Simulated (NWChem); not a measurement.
The numbers come from NWChem runs, not from measurements. System: H3ClSi, charge 0, spin multiplicity 1, displaced from the optimised geometry. The structure started from a generated list of species. Level: B3LYP/def2-SVP, VWN1-RPA local correlation.

Input file:

```
start mol
memory heap 200 mb stack 900 mb global 1100 mb
geometry units angstroms nocenter noautoz
  Si     1.016727     0.028477     0.000000
  Cl    -1.104904    -0.030948     0.000000
  H      1.496153     0.765679     1.253110
  H      1.496153     0.765679    -1.253110
  H      1.556881    -1.403926     0.000000
  symmetry group Cs
end
basis spherical
  * library def2-svp
end
dft
  xc b3lyp
  semidirect memsize 60000000 filesize 0
  iterations 100
  grid coarse
end
task dft gradient
```

NWChem printed:

```
             Northwest Computational Chemistry Package (NWChem) 7.3.0
             --------------------------------------------------------

                                NWChem Input Module
                                -------------------

 Scaling coordinates for geometry "geometry" by  1.889725989
 (inverse scale =  0.529177249)

 Turning off AUTOSYM since
 SYMMETRY directive was detected!

                             Geometry "geometry" -> ""
                             -------------------------

 Output coordinates in angstroms (scale by  1.889725989 to convert to a.u.)

  No.       Tag          Charge          X              Y              Z
 ---- ---------------- ---------- -------------- -------------- --------------
    1 Si                  14.0000     1.01672700     0.02847700     0.00000000
    2 Cl                  17.0000    -1.10490400    -0.03094800     0.00000000
    3 H                    1.0000     1.49615300     0.76567900     1.25311000
    4 H                    1.0000     1.49615300     0.76567900    -1.25311000
    5 H                    1.0000     1.55688100    -1.40392600     0.00000000

 Effective nuclear repulsion energy (a.u.)      83.5011326026

            Nuclear Dipole moment (a.u.)
            ----------------------------
        X                 Y               Z
 ---------------- ---------------- ----------------
    -0.0000056692    -0.0000113384     0.0000000000

      Symmetry information
      --------------------

 Group name             Cs
 Group number              2
 Group order               2
 No. of unique centers     4

      Symmetry unique atoms

     1    2    3    5


 Summary of "ao basis" -> "" (spherical)
 ------------------------------------------------------------------------------
       Tag                 Description            Shells   Functions and Types
 ---------------- ------------------------------  ------  ---------------------
 *                          def2-svp                  on all atoms

                                 NWChem DFT Module
                                 -----------------

 Summary of "ao basis" -> "ao basis" (spherical)
 ------------------------------------------------------------------------------
       Tag                 Description            Shells   Functions and Types
 ---------------- ------------------------------  ------  ---------------------
 Si                         def2-svp                 8       18   4s3p1d
 Cl                         def2-svp                 8       18   4s3p1d
 H                          def2-svp                 3        5   2s1p

 Summary of "ao basis" -> "ao basis" (spherical)
 ------------------------------------------------------------------------------
       Tag                 Description            Shells   Functions and Types
 ---------------- ------------------------------  ------  ---------------------
 Si                         def2-svp                 8       18   4s3p1d
 Cl                         def2-svp                 8       18   4s3p1d
 H                          def2-svp                 3        5   2s1p

      Symmetry analysis of basis
      --------------------------

        a'         35
        a"         16

            General Information
            -------------------
          SCF calculation type: DFT
          Wavefunction type:  closed shell.
          No. of atoms     :     5
          No. of electrons :    34
           Alpha electrons :    17
            Beta electrons :    17
          Charge           :     0
          Spin multiplicity:     1
          Use of symmetry is: on ; symmetry adaption is: on
          Maximum number of iterations: 100
          AO basis - number of functions:    51
                     number of shells:    25
          Convergence on energy requested:  1.00D-06
          Convergence on density requested:  1.00D-05
          Convergence on gradient requested:  5.00D-04

              XC Information
              --------------
                         B3LYP Method XC Potential
                     Hartree-Fock (Exact) Exchange  0.200
                        Slater Exchange Functional  0.800 local
                    Becke 1988 Exchange Functional  0.720 non-local
              Lee-Yang-Parr Correlation Functional  0.810
                  VWN I RPA Correlation Functional  0.190 local

             Grid Information
             ----------------
          Grid used for XC integration:  coarse
          Radial quadrature: Mura-Knowles
          Angular quadrature: Lebedev.
          Tag              B.-S. Rad. Rad. Pts. Rad. Cut. Ang. Pts.
          ---              ---------- --------- --------- ---------
          Si                  1.10       70           7.0       302
          Cl                  1.00       70           8.0       302
          H                   0.35       35           8.0       302
          Grid pruning is: on
          Number of quadrature shells:   210
          Spatial weights used:  Erf1

          Convergence Information
          -----------------------
          Convergence aids based upon iterative change in
          total energy or number of iterations.
          Levelshifting, if invoked, occurs when the
          HOMO/LUMO gap drops below (HL_TOL):  1.00D-02
          DIIS, if invoked, will attempt to extrapolate
          using up to (NFOCK): 10 stored Fock matrices.

                    Damping( 0%)  Levelshifting(0.5)       DIIS
                  --------------- ------------------- ---------------
          dE  on:    start            ASAP                start
[...]
 d= 0,ls=0.0,diis     3   -751.3242188420 -2.19D-02  2.20D-03  1.33D-02     0.5
 d= 0,ls=0.0,diis     4   -751.3261499962 -1.93D-03  3.51D-04  2.60D-04     0.6
 d= 0,ls=0.0,diis     5   -751.3261844348 -3.44D-05  5.91D-05  6.89D-06     0.7
  Resetting Diis
 d= 0,ls=0.0,diis     6   -751.3261855340 -1.10D-06  7.46D-06  1.77D-07     0.7
 d= 0,ls=0.0,diis     7   -751.3261855661 -3.21D-08  1.81D-06  2.97D-09     0.8

         Total DFT energy =     -751.326185566101
      One electron energy =    -1204.246437852142
           Coulomb energy =      419.699841419335
    Exchange-Corr. energy =      -50.280721735907
 Nuclear repulsion energy =       83.501132602614

 Numeric. integr. density =       34.000042684375

     Total iterative time =      0.7s

                  Occupations of the irreducible representations
                  ----------------------------------------------

                     irrep           alpha         beta
                     --------     --------     --------
                     a'               13.0         13.0
                     a"                4.0          4.0

                       DFT Final Molecular Orbital Analysis
                       ------------------------------------

 Vector   15  Occ=2.000000D+00  E=-3.792583D-01  Symmetry=a"
              MO Center=  8.4D-01,  3.9D-01, -3.1D-09, r^2= 2.8D+00
   Bfn.  Coefficient  Atom+Function         Bfn.  Coefficient  Atom+Function
  ----- ------------  ---------------      ----- ------------  ---------------
    10      0.286861  1 Si pz                37      0.279714  3 H  s
    42     -0.279714  4 H  s                 31      0.244832  2 Cl pz
    13      0.228186  1 Si pz                28      0.196788  2 Cl pz
     7     -0.160057  1 Si pz                38      0.130751  3 H  s
    43     -0.130751  4 H  s                 25      0.114954  2 Cl pz

 Vector   16  Occ=2.000000D+00  E=-3.121906D-01  Symmetry=a'
              MO Center= -5.1D-01, -1.5D-01, -1.1D-09, r^2= 2.6D+00
   Bfn.  Coefficient  Atom+Function         Bfn.  Coefficient  Atom+Function
  ----- ------------  ---------------      ----- ------------  ---------------
    30      0.586014  2 Cl py                27      0.429494  2 Cl py
    24      0.249815  2 Cl py                47      0.205322  5 H  s
    48      0.177875  5 H  s                  9     -0.116620  1 Si py
    37     -0.102661  3 H  s                 42     -0.102661  4 H  s
    38     -0.088931  3 H  s                 43     -0.088931  4 H  s

 Vector   17  Occ=2.000000D+00  E=-3.121895D-01  Symmetry=a"
              MO Center= -5.2D-01,  1.2D-01,  1.1D-09, r^2= 2.6D+00
   Bfn.  Coefficient  Atom+Function         Bfn.  Coefficient  Atom+Function
  ----- ------------  ---------------      ----- ------------  ---------------
    31      0.586240  2 Cl pz                28      0.429664  2 Cl pz
    25      0.249913  2 Cl pz                37     -0.177814  3 H  s
    42      0.177814  4 H  s                 38     -0.154041  3 H  s
    43      0.154041  4 H  s                 10     -0.116664  1 Si pz
    17      0.066562  1 Si d  1               7      0.058320  1 Si pz

 Vector   18  Occ=0.000000D+00  E=-6.605480D-03  Symmetry=a'
              MO Center=  8.2D-01,  2.3D-02,  3.4D-15, r^2= 3.4D+00
   Bfn.  Coefficient  Atom+Function         Bfn.  Coefficient  Atom+Function
  ----- ------------  ---------------      ----- ------------  ---------------
    11      1.022924  1 Si px                29      0.600700  2 Cl px
    22      0.526756  2 Cl s                  3     -0.407212  1 Si s
     8      0.289296  1 Si px                26      0.232218  2 Cl px
    21      0.193495  2 Cl s                  2     -0.180626  1 Si s
     5     -0.159220  1 Si px                20     -0.142521  2 Cl s

 Vector   19  Occ=0.000000D+00  E= 4.442024D-02  Symmetry=a"
              MO Center=  9.8D-01, -3.8D-02,  2.9D-15, r^2= 3.8D+00
   Bfn.  Coefficient  Atom+Function         Bfn.  Coefficient  Atom+Function
  ----- ------------  ---------------      ----- ------------  ---------------
    13      1.441433  1 Si pz                38     -1.035396  3 H  s
    43      1.035396  4 H  s                 31     -0.282481  2 Cl pz
    10      0.267548  1 Si pz                37     -0.162294  3 H  s
    42      0.162294  4 H  s                  7     -0.147060  1 Si pz
    15     -0.144414  1 Si d -1              28     -0.115491  2 Cl pz

 Vector   20  Occ=0.000000D+00  E= 4.442371D-02  Symmetry=a'
              MO Center=  9.8D-01,  9.3D-02,  4.2D-15, r^2= 3.8D+00
   Bfn.  Coefficient  Atom+Function         Bfn.  Coefficient  Atom+Function
  ----- ------------  ---------------      ----- ------------  ---------------
    12      1.440918  1 Si py                48      1.195032  5 H  s
    38     -0.598384  3 H  s                 43     -0.598384  4 H  s
    30     -0.282371  2 Cl py                 9      0.267441  1 Si py
    47      0.187292  5 H  s                  6     -0.147002  1 Si py
    16     -0.123372  1 Si d  0              27     -0.115445  2 Cl py

 center of mass
 --------------
 x =  -0.16063104 y =  -0.00449987 z =   0.00000000

 moments of inertia (a.u.)
 ------------------
          22.815834527462          -7.494386479937           0.000000000000
          -7.494386479937         290.164813424629           0.000000000000
           0.000000000000           0.000000000000         290.374780253379

     Multipole analysis of the density
     ---------------------------------

     L   x y z        total         alpha         beta         nuclear
     -   - - -        -----         -----         ----         -------
     0   0 0 0     -0.000000    -17.000000    -17.000000     34.000000

     1   1 0 0      0.567229      0.283617      0.283617     -0.000006
     1   0 1 0      0.015888      0.007950      0.007950     -0.000011
     1   0 0 1     -0.000000     -0.000000     -0.000000      0.000000

     2   2 0 0    -20.160371    -85.299152    -85.299152    150.437932
     2   1 1 0      0.015960     -1.941919     -1.941919      3.899797
     2   1 0 1      0.000000      0.000000      0.000000      0.000000
     2   0 2 0    -20.730647    -16.027554    -16.027554     11.324460
     2   0 1 1      0.000000      0.000000      0.000000      0.000000
     2   0 0 2    -20.731093    -15.973134    -15.973134     11.215175

            General Information
            -------------------
          SCF calculation type: DFT
          Wavefunction type:  closed shell.
          No. of atoms     :     5
          No. of electrons :    34
           Alpha electrons :    17
            Beta electrons :    17
          Charge           :     0
          Spin multiplicity:     1
          Use of symmetry is: on ; symmetry adaption is: on
          Maximum number of iterations: 100
          AO basis - number of functions:    51
                     number of shells:    25
          Convergence on energy requested:  1.00D-06
          Convergence on density requested:  1.00D-05
          Convergence on gradient requested:  5.00D-04

              XC Information
              --------------
                         B3LYP Method XC Potential
                     Hartree-Fock (Exact) Exchange  0.200
                        Slater Exchange Functional  0.800 local
                    Becke 1988 Exchange Functional  0.720 non-local
              Lee-Yang-Parr Correlation Functional  0.810
                  VWN I RPA Correlation Functional  0.190 local

             Grid Information
             ----------------
          Grid used for XC integration:  coarse
          Radial quadrature: Mura-Knowles
          Angular quadrature: Lebedev.
          Tag              B.-S. Rad. Rad. Pts. Rad. Cut. Ang. Pts.
          ---              ---------- --------- --------- ---------
          Si                  1.10       70           7.0       302
          Cl                  1.00       70           8.0       302
          H                   0.35       35           8.0       302
          Grid pruning is: on
          Number of quadrature shells:   210
          Spatial weights used:  Erf1

          Convergence Information
          -----------------------
          Convergence aids based upon iterative change in
          total energy or number of iterations.
          Levelshifting, if invoked, occurs when the
          HOMO/LUMO gap drops below (HL_TOL):  1.00D-02
          DIIS, if invoked, will attempt to extrapolate
          using up to (NFOCK): 10 stored Fock matrices.

                    Damping( 0%)  Levelshifting(0.5)       DIIS
                  --------------- ------------------- ---------------
          dE  on:    start            ASAP                start
          dE off:    2 iters        100 iters           100 iters

      Screening Tolerance Information
      -------------------------------
          Density screening/tol_rho:  1.00D-10
          AO Gaussian exp screening on grid/accAOfunc:  14
          CD Gaussian exp screening on grid/accCDfunc:  20
          XC Gaussian exp screening on grid/accXCfunc:  20
          Schwarz screening/accCoul:  1.00D-08

                            NWChem DFT Gradient Module
                            --------------------------

  charge          =   0.00
  wavefunction    = closed shell

  Using symmetry

                         DFT ENERGY GRADIENTS

    atom               coordinates                        gradient
                 x          y          z           x          y          z
   1 Si      1.921335   0.053814   0.000000   -0.001032  -0.000022   0.000000
   2 Cl     -2.087966  -0.058483   0.000000   -0.014415  -0.000396   0.000000
   3 H       2.827319   1.446924   2.368035    0.004959   0.006911   0.011720
   4 H       2.827319   1.446924  -2.368035    0.004959   0.006911  -0.011720
   5 H       2.942078  -2.653035   0.000000    0.005530  -0.013405   0.000000

                 ----------------------------------------
                 |  Time  |  1-e(secs)   |  2-e(secs)   |
                 ----------------------------------------
                 |  CPU   |       0.00   |       0.74   |
                 ----------------------------------------
                 |  WALL  |       0.00   |       0.74   |
                 ----------------------------------------

 Task  times  cpu:        1.7s     wall:        1.7s

 Total times  cpu:        1.7s     wall:        1.7s
```
